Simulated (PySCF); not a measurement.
**Dipole moment and polarisability of Ni(PH3)2**

Ni(PH3)2 (singlet state).
Geometry (PBE0-D3(BJ)/def2-SVP, Å), atoms numbered from 1 in this order:
```xyz
9
H6NiP2 angstrom
Ni     0.5208    0.1614    0.0006
P      0.0961    0.0187    2.0122
H      0.6405   -0.9906    2.8696
H     -1.2632   -0.2388    2.3677
H      0.2700    1.0723    2.9676
P      0.1014    0.0417   -2.0143
H      0.9883    0.2653   -3.1192
H     -0.9433    0.8572   -2.5501
H     -0.4106   -1.1871   -2.5342
```

Level: CAM-B3LYP/def2-SVPD (PySCF), static field, nuclei fixed, core orbitals frozen in the response. The polarisability tensor in these axes (au):

```
x    78.96   0.29  -0.31
y     0.29  78.10  -0.33
z    -0.31  -0.33 135.84
```

Give the principal values, the mean and the anisotropy Δα = √{½[(α1 − α2)² + (α2 − α3)² + (α1 − α3)²]}.

Principal values 78.01, 79.04 and 135.85 au; mean 97.63 au = 14.47 Å³ = 16.10 × 10⁻⁴⁰ C²·m²/J; Δα = 57.33 au (59 % of the mean).

What is the dipole moment, and where does it point?

(-0.24, -0.08, 0.01) D, 0.26 D in size, pointing from the negative to the positive side. Measured along this direction, the outermost atoms are H7 at the negative end and H4 at the positive end.

In TDDFT the mean static polarisability is Σ f/ω² over all singlet excitations (ω in hartree). How much of it do the 15 lowest give? Their energies (eV) and oscillator strengths: 2.32, 0.0001; 2.33, 0.0008; 2.48, 0.0008; 2.49, 0.0002; 3.03, 0.0016; 3.05, 0.0032; 3.05, 0.0034; 3.13, 0.0743; 3.14, 0.0738; 3.62, 0.1487; 3.84, 0.0020; 3.84, 0.0020; 4.35, 0.0015; 4.38, 0.0559; 4.40, 0.0001.

They add up to 22.84 au, 23.4 % of the 97.63 au; the largest single term is 8.38 au, from the state at 3.62 eV. Terms in order: 0.01, 0.10, 0.09, 0.03, 0.13, 0.25, 0.27, 5.62, 5.53, 8.38, 0.10, 0.10, 0.06, 2.16, 0.00 au. Higher excitations give the rest. The strengths listed sum to 0.368.

What molar refraction does this α imply?

Lorentz–Lorenz: R = (4π/3)N_A α = 2.5225 cm³/(mol·Å³) × 14.47 Å³ = 36.5 cm³/mol, in the limit of long wavelengths.

Orientational against electronic polarisability at 273 K (dilute gas, rigid molecules)?

In Gaussian units μ²/3kT = 0.58 Å³ against 14.47 Å³, a ratio of 0.04; the Debye molar polarisation (4π/3)N_A(α + μ²/3kT) is 38.0 cm³/mol, leaving out the vibrational part.

What depolarisation ratio follows for Rayleigh scattering of linearly polarised light, taking the static tensor?

ρ = 3Δα²/(45ᾱ² + 4Δα²) = 9859.0/(428949 + 13145.3) = 0.0223.

Traceless (Buckingham) quadrupole moment about the centre of nuclear charge: eigenvalues?

-2.72, -2.22, 4.94 D·Å. The values depend on the origin, since the dipole doesn't vanish. The electronic extent ⟨r²⟩ about the same centre is 735 bohr², a root-mean-square distance of 1.79 Å for the 64 electrons.

Geometry: PBE0-D3(BJ)/def2-SVP; no solvent, vibrations or thermal averaging.
